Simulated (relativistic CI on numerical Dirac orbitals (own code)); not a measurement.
Method of calculation: Dirac-Coulomb-Breit CI, orbitals from a KLI potential per configuration, model QED (radiative potential, 1s self-energy scaled to tabulated hydrogen-like ionisation energies), unscaled Slater integrals (own radial code, finite nucleus).

The strongest absorption lines from the ground level of an ion, among the configurations computed and to levels below about 85.7 eV (vacuum wavelength in Å, gf): 159.20 (0.19), 164.74 (0.47), 172.29 (0.46), 245.07 (1), 246.83 (6.5), 258.27 (2.1), 258.51 (3.4), 517.61 (0.2).

Which ion is it?
A. Ar III
B. Ti IX
C. Fe XI
D. Ti VII

D. Ti VII has 16 electrons and the ground level 3s2 3p4 3P_2; the strongest line goes to 3s2 3p3 3d 3D°_3. The pattern of lines fixes the number of electrons, and along that sequence the line energies rise steadily with the charge (about as its square where n changes within one kind of shell, about linearly where n is kept but much faster in heavy ions where fine structure, which grows about as Z⁴, sets the gap, and irregularly where shells cross), which fixes Z. Configurations outside the model, such as inner-shell arrays, can give stronger lines. At this charge configurations can still be misplaced by up to about 7 % of their energy. 18 of the 23 excited levels that our extract of the measured tables holds in this range could be paired (the sources list more); they are missed by 12103 cm⁻¹ on average and 20942 at most, and levels without a partner can miss by more. Some levels of the ground configuration have no partner and can miss by 10 % or more.

LS names give the leading component of a level, which can be under half, so a name can repeat, a term be missing and a line seem to break the LS rules.
